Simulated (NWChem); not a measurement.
System: WS$_{2}$ClF; SMILES [W]([F])([Cl])(=[S])=[S]

Input file for NWChem:

```
start job
memory heap 200 mb stack 900 mb global 1100 mb
geometry units angstroms noautoz
  W     -0.000133     0.046259    -0.162813
  S     -1.706027     1.002345     0.646366
  S      1.702729     1.007610     0.646675
  F     -0.000379     0.262953    -2.002682
  Cl     0.003021    -2.101316     0.536816
end
basis spherical
  W library def2-svp
  S library def2-svp
  F library def2-svp
  Cl library def2-svp
end
ecp
  W library def2-ecp
end
dft
  xc xtpss03 ctpss03
  iterations 150
  mulliken
end
task dft energy
```

Parts of the log:

```
             Northwest Computational Chemistry Package (NWChem) 7.3.0
             --------------------------------------------------------

 CS  symmetry detected

                             Geometry "geometry" -> ""
                             -------------------------

 Output coordinates in angstroms (scale by  1.889725989 to convert to a.u.)

  No.       Tag          Charge          X              Y              Z
 ---- ---------------- ---------- -------------- -------------- --------------
    1 W                   74.0000    -0.15764596     0.04344592     0.00000000
    2 S                   16.0000     0.73299247     0.92714685    -1.70437998
    3 S                   16.0000     0.73299247     0.92714685     1.70437998
    4 F                    9.0000    -1.97127495     0.42136668     0.00000000
    5 Cl                  17.0000     0.35008921    -2.15741160     0.00000000

 Effective nuclear repulsion energy (a.u.)    1268.4389892310

      Symmetry information
      --------------------

 Group name             Cs
 Group number              2
 Group order               2
 No. of unique centers     4

                                 NWChem DFT Module
                                 -----------------

 Summary of "ao basis" -> "ao basis" (spherical)
 ------------------------------------------------------------------------------
       Tag                 Description            Shells   Functions and Types
 ---------------- ------------------------------  ------  ---------------------
 W                          def2-svp                12       32   6s3p2d1f
 S                          def2-svp                 8       18   4s3p1d
 F                          def2-svp                 6       14   3s2p1d
 Cl                         def2-svp                 8       18   4s3p1d

      Symmetry analysis of basis
      --------------------------

        a'         63
        a"         37

            General Information
            -------------------
          SCF calculation type: DFT
          Wavefunction type:  closed shell.
          No. of atoms     :     5
          No. of electrons :    72
           Alpha electrons :    36
            Beta electrons :    36
          Charge           :     0
          Spin multiplicity:     1
          Use of symmetry is: on ; symmetry adaption is: on
          Maximum number of iterations: 150
          AO basis - number of functions:   100
                     number of shells:    42
          Convergence on energy requested:  1.00D-06
          Convergence on density requested:  1.00D-05
          Convergence on gradient requested:  5.00D-04

              XC Information
              --------------
                  TPSS metaGGA Exchange Functional  1.000
             TPSS03 metaGGA Correlation Functional  1.000

             Grid Information
             ----------------
          Grid used for XC integration:  medium
          Radial quadrature: Mura-Knowles
          Angular quadrature: Lebedev.
          Tag              B.-S. Rad. Rad. Pts. Rad. Cut. Ang. Pts.
          ---              ---------- --------- --------- ---------
          W                   1.35      123           8.0       590
          S                   1.00       88          10.0       590
          F                   0.50       49           9.0       434
          Cl                  1.00       88          10.0       590
          Grid pruning is: on
          Number of quadrature shells:   348
          Spatial weights used:  Erf1

      Superposition of Atomic Density Guess
      -------------------------------------

 Sum of atomic energies:       -1426.48728396

      Non-variational initial energy
      ------------------------------

 Total energy =   -1419.860495
 1-e energy   =   -2772.828757
 2-e energy   =     957.823597
 HOMO         =      -0.310193
 LUMO         =      -0.027038

      Symmetry analysis of molecular orbitals - initial
      -------------------------------------------------

  Numbering of irreducible representations:

     1 a'          2 a"

  Orbital symmetries:

     1 a'          2 a'          3 a"          4 a'          5 a'
     6 a'          7 a"          8 a'          9 a"         10 a'
    11 a'         12 a"         13 a'         14 a'         15 a"
    16 a"         17 a'         18 a'         19 a"         20 a'
    21 a'         22 a'         23 a'         24 a"         25 a'
    26 a"         27 a'         28 a'         29 a"         30 a'
    31 a'         32 a'         33 a"         34 a'         35 a"
    36 a"         37 a'         38 a"         39 a'         40 a"
    41 a'         42 a'         43 a"         44 a'         45 a'
    46 a'

     ---------------------------------------------
      Total Density - Mulliken Population Analysis
     ---------------------------------------------

    Atom       Charge   Shell Charges
 -----------   ------   -------------------------------------------------------
    1 W   14    11.33   0.04 -0.35  1.79  0.53  0.46  0.06  5.48  0.60  0.17  1.93  0.51  0.10
    2 S   16    16.82   2.00  1.99  1.24  0.69  5.94  1.94  3.00  0.03
    3 S   16    16.82   2.00  1.99  1.24  0.69  5.94  1.94  3.00  0.03
    4 F    9     9.60   1.99  1.15  0.80  3.52  2.14  0.00
    5 Cl  17    17.43   2.00  1.99  1.22  0.73  5.94  2.17  3.36  0.01

   convergence    iter        energy       DeltaE   RMS-Dens  Diis-err
 ---------------- ----- ----------------- --------- --------- ---------
 d= 0,ls=0.0,diis     1  -1422.8377083786 -1.82D+03  6.66D-02  3.68D+00
 d= 0,ls=0.0,diis     2  -1414.1993412773  8.64D+00  6.05D-02  4.73D+01
 d= 0,ls=0.0,diis     3  -1422.8602360287 -8.66D+00  1.59D-02  4.59D+00
 d= 0,ls=0.0,diis     4  -1423.2999926382 -4.40D-01  4.83D-03  5.14D-01
 d= 0,ls=0.0,diis     5  -1423.3485701710 -4.86D-02  2.96D-03  5.85D-02
  Resetting Diis
 d= 0,ls=0.0,diis     6  -1423.3539210279 -5.35D-03  1.24D-03  1.41D-02
 d= 0,ls=0.0,diis     7  -1423.3563422428 -2.42D-03  4.23D-04  3.76D-04
 d= 0,ls=0.0,diis     8  -1423.3561430341  1.99D-04  2.78D-04  2.36D-03
 d= 0,ls=0.0,diis     9  -1423.3563863308 -2.43D-04  6.66D-05  3.78D-05
 d= 0,ls=0.0,diis    10  -1423.3563886690 -2.34D-06  3.12D-05  1.66D-05
 d= 0,ls=0.0,diis    11  -1423.3563909344 -2.27D-06  8.76D-06  1.34D-06
 d= 0,ls=0.0,diis    12  -1423.3563910837 -1.49D-07  2.36D-06  8.30D-08

         Total DFT energy =    -1423.356391083664
      One electron energy =    -2774.364494478214
           Coulomb energy =     1053.613765505907
    Exchange-Corr. energy =      -97.750326992231
 Nuclear repulsion energy =      395.144664880873

 Numeric. integr. density =       72.000004958149

                  Occupations of the irreducible representations
                  ----------------------------------------------

                     irrep           alpha         beta
                     --------     --------     --------
                     a'               23.0         23.0
                     a"               13.0         13.0

                       DFT Final Molecular Orbital Analysis
                       ------------------------------------

 Vector   34  Occ=2.000000D+00  E=-2.882985D-01  Symmetry=a"
              MO Center=  3.4D-01,  4.7D-02, -7.0D-10, r^2= 4.7D+00
   Bfn.  Coefficient  Atom+Function         Bfn.  Coefficient  Atom+Function
  ----- ------------  ---------------      ----- ------------  ---------------
    95      0.333844  5 Cl pz                43      0.248258  2 S  px
    61     -0.248258  3 S  px                17      0.246767  1 W  d -1
    92      0.244929  5 Cl pz                19      0.241370  1 W  d  1
    44     -0.197901  2 S  py                62      0.197901  3 S  py
    40      0.192800  2 S  px                58     -0.192800  3 S  px

 Vector   35  Occ=2.000000D+00  E=-2.863341D-01  Symmetry=a'
              MO Center=  5.2D-01,  5.6D-01,  7.0D-10, r^2= 4.5D+00
   Bfn.  Coefficient  Atom+Function         Bfn.  Coefficient  Atom+Function
  ----- ------------  ---------------      ----- ------------  ---------------
    43      0.261927  2 S  px                61      0.261927  3 S  px
    44     -0.252413  2 S  py                62     -0.252413  3 S  py
    20      0.225482  1 W  d  2              93     -0.213835  5 Cl px
    40      0.202911  2 S  px                58      0.202911  3 S  px
    41     -0.193745  2 S  py                59     -0.193745  3 S  py

 Vector   36  Occ=2.000000D+00  E=-2.499825D-01  Symmetry=a"
              MO Center=  6.6D-01,  8.0D-01, -3.1D-13, r^2= 4.5D+00
   Bfn.  Coefficient  Atom+Function         Bfn.  Coefficient  Atom+Function
  ----- ------------  ---------------      ----- ------------  ---------------
    44      0.308568  2 S  py                62     -0.308568  3 S  py
    43      0.298633  2 S  px                61     -0.298633  3 S  px
    41      0.218164  2 S  py                59     -0.218164  3 S  py
    40      0.207386  2 S  px                58     -0.207386  3 S  px
    45      0.152466  2 S  pz                63      0.152466  3 S  pz

 Vector   37  Occ=0.000000D+00  E=-1.500541D-01  Symmetry=a'
              MO Center= -4.2D-02,  2.9D-02, -1.3D-11, r^2= 3.1D+00
   Bfn.  Coefficient  Atom+Function         Bfn.  Coefficient  Atom+Function
  ----- ------------  ---------------      ----- ------------  ---------------
    16      0.765715  1 W  d -2              45     -0.250723  2 S  pz
    63      0.250723  3 S  pz                18     -0.242758  1 W  d  0
    93      0.222067  5 Cl px                73     -0.183206  4 F  py
    21      0.169931  1 W  d -2              76      0.143803  4 F  py
    90      0.141329  5 Cl px                44     -0.123970  2 S  py

 Vector   38  Occ=0.000000D+00  E=-1.421323D-01  Symmetry=a"
              MO Center=  2.0D-01,  2.8D-01,  8.8D-12, r^2= 3.4D+00
   Bfn.  Coefficient  Atom+Function         Bfn.  Coefficient  Atom+Function
  ----- ------------  ---------------      ----- ------------  ---------------
    17      0.592937  1 W  d -1              19      0.508913  1 W  d  1
    43     -0.267812  2 S  px                61      0.267812  3 S  px
    44      0.251450  2 S  py                62     -0.251450  3 S  py
    95      0.200102  5 Cl pz                22      0.157233  1 W  d -1
    40     -0.146182  2 S  px                41      0.146722  2 S  py

 Vector   39  Occ=0.000000D+00  E=-1.095531D-01  Symmetry=a'
              MO Center=  7.1D-02,  7.4D-02, -8.9D-12, r^2= 3.4D+00
   Bfn.  Coefficient  Atom+Function         Bfn.  Coefficient  Atom+Function
  ----- ------------  ---------------      ----- ------------  ---------------
    20      0.710231  1 W  d  2              94      0.405945  5 Cl py
    86      0.351944  5 Cl s                 18      0.333792  1 W  d  0
    44      0.303517  2 S  py                62      0.303517  3 S  py
    25      0.263458  1 W  d  2              91      0.170896  5 Cl py
    16      0.158484  1 W  d -2              41      0.157613  2 S  py

     ---------------------------------------------
      Total Density - Mulliken Population Analysis
     ---------------------------------------------

    Atom       Charge   Shell Charges
 -----------   ------   -------------------------------------------------------
    1 W   14    13.22   0.04 -0.36  1.88  0.46  0.53 -0.05  5.58  0.54  0.19  3.59  0.67  0.13
    2 S   16    16.17   2.00  1.98  1.27  0.70  5.92  1.79  2.46  0.04
    3 S   16    16.17   2.00  1.98  1.27  0.70  5.92  1.79  2.46  0.04
    4 F    9     9.25   1.99  1.14  0.81  3.31  1.99  0.00
    5 Cl  17    17.18   2.00  1.98  1.27  0.71  5.93  2.15  3.12  0.02

     -------------------------------------------
      Total Density - Lowdin Population Analysis
     -------------------------------------------

    Atom       Charge   Shell Charges
 -----------   ------   -------------------------------------------------------
    1 W   14    14.57   0.00  0.04  1.09  0.80  0.42  0.19  4.95  1.31  0.63  3.29  1.60  0.24
    2 S   16    15.77   2.00  1.96  0.99  0.69  5.81  1.89  2.38  0.05
    3 S   16    15.77   2.00  1.96  0.99  0.69  5.81  1.89  2.38  0.05
    4 F    9     9.08   1.98  1.03  0.77  3.19  2.11  0.01
    5 Cl  17    16.82   2.00  1.96  1.03  0.75  5.82  2.26  2.99  0.02

     Multipole analysis of the density
     ---------------------------------

     L   x y z        total         alpha         beta         nuclear
     -   - - -        -----         -----         ----         -------
     0   0 0 0     -0.000000    -36.000000    -36.000000     72.000000

     1   1 0 0     -0.151230     -9.012845     -9.012845     17.874460
     1   0 1 0     -0.324757      2.300648      2.300648     -4.926053
     1   0 0 1     -0.000000     -0.000000     -0.000000      0.000000

     2   2 0 0    -50.996219   -122.984080   -122.984080    194.971941
     2   1 1 0      0.176742     -2.296223     -2.296223      4.769189
     2   1 0 1     -0.000000     -0.000000     -0.000000      0.000000
     2   0 2 0    -49.925517   -218.258824   -218.258824    386.592131
     2   0 1 1      0.000000      0.000000      0.000000      0.000000
     2   0 0 2    -50.644625   -191.300303   -191.300303    331.955982
```

Level: TPSS/def2-SVP with def2 effective core potentials on W. All runs use the structure optimised with PBE0/def2-SVP. def2 effective core potentials on W; no spin-orbit coupling.
